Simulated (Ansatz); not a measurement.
Cost and result up the ladder for SnHMe2(OAc) (C4H10O2Sn) (17 atoms). The state is a singlet with charge 0. Geometry: PBE-D4/def2-SVP.

Cartesian coordinates in Å:
```
Sn 0.770 0.626 0.648
H 2.201 -0.136 1.251
C 1.248 2.451 -0.422
H 0.327 2.870 -0.869
H 1.975 2.234 -1.227
H 1.686 3.194 0.273
C -0.870 0.907 2.021
H -0.994 -0.006 2.630
H -1.792 1.085 1.433
H -0.680 1.785 2.669
O 0.091 -0.440 -1.071
C -0.256 -1.621 -0.602
C -0.790 -2.591 -1.631
O -0.148 -1.899 0.602
H -1.041 -3.556 -1.158
H -0.037 -2.742 -2.429
H -1.689 -2.161 -2.117
```

Ansatz; hardware A = 2 threads of AMD EPYC 7R13 on a shared host and a share (18 GiB) of an NVIDIA H100 80GB HBM3; B = 2 threads of AMD EPYC 7R13 on a shared host. Times are rough, and most runs start from the orbitals of an earlier one. r2SCAN0-D4/def2-TZVP serves as the yardstick here, not as an exact answer. Differences are given only for rows in sets of like size (and for xTB, whose basis is part of the method), since another set adds its own error. Binding counts from free atoms at the same level (Sn triplet, H doublet, C triplet, O triplet; other spins of the atoms weren't run), without zero-point energy or a counterpoise term.

In the def2 sets Sn takes a core potential, while STO-3G treats all electrons; there is no spin–orbit coupling. Correlated methods freeze 10 core orbitals; core or outer-core shells of Sn are correlated, in sets that lack core-valence functions. The rows differ in basis, and correlated rows in double-zeta sets carry the largest basis error.

Correlated methods converge slowly with the basis, most of all in double-zeta sets.

```
                              level  functions  wall time  binding energy per atom (eV)  difference from r2SCAN0-D4/def2-TZVP (eV)
                      HF/STO-3G [B]         67      1.1 s                          3.55                                          –
                PBE-D4/def2-SVP [B]        160      2.9 s                          4.10                                          –
                  MP2/def2-TZVP [A]        296      4.1 s                          3.90                                      -0.02
               PBE0-D4/def2-SVP [B]        160      4.5 s                          4.02                                          –
          LDA (SPW92)/def2-TZVP [A]        296      4.6 s                          4.58                                       0.65
              PBE-D4/def2-TZVPD [A]        374      4.7 s                          4.07                                       0.15
         LDA (SPW92)/def2-TZVPD [A]        374      5.5 s                          4.58                                       0.65
               PBE-D4/def2-TZVP [A]        296        6 s                          4.07                                       0.15
            r2SCAN-D4/def2-TZVP [A]        296      6.5 s                          4.00                                       0.07
PBE0-D4/def2-TZVP (with forces) [A]        296        7 s                          3.99                                       0.07
               CCSD(T)/def2-SVP [A]        160      7.5 s                          3.80                                          –
           r2SCAN0-D4/def2-TZVP [A]        296        8 s                          3.92                                       0.00
               B97M-V/def2-TZVP [A]        296        8 s                          4.00                                       0.07
             PBE0-D4/def2-TZVPD [A]        374      9.1 s                          3.99                                       0.07
```
